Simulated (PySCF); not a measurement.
Exercise with solution: oscillator strength and radiative lifetime

C2H2BF3, SMILES F/C=C\B(F)F.

Coordinates come from a PBE-D3(BJ)/def2-SVP optimisation. The structure was generated by enumeration; whether it is a known compound was not checked. One conformer was computed; it need not be the lowest.

TDA-PBE/def2-SVPD in PySCF puts the first singlet state with f over 0.02 at 6.55 eV (vertical), with the transition dipole (0.119, 1.582, 0.000) in atomic units.

Find the oscillator strength, the wavelength and the radiative lifetime that this transition would have in vacuum if emission retraced absorption.


|μ|² = 2.5169 au, so |μ| = 4.03 D. ΔE = 6.55/27.211 = 0.2407 hartree. f = (2/3) ΔE |μ|² = 0.404 (the program prints 0.404).
λ = 1239.84/6.55 = 189 nm; ν = 52829 cm⁻¹.
Einstein's coefficient A = 0.6670 ν² f s⁻¹ (ν in cm⁻¹) = 7.5e8 s⁻¹, so τ = 1/A = 1.3 ns. This state is S2; the lower singlet has f = 0.000. The figure is the radiative limit of this one transition; relaxation, internal conversion, crossing to triplets and a medium change what is measured.
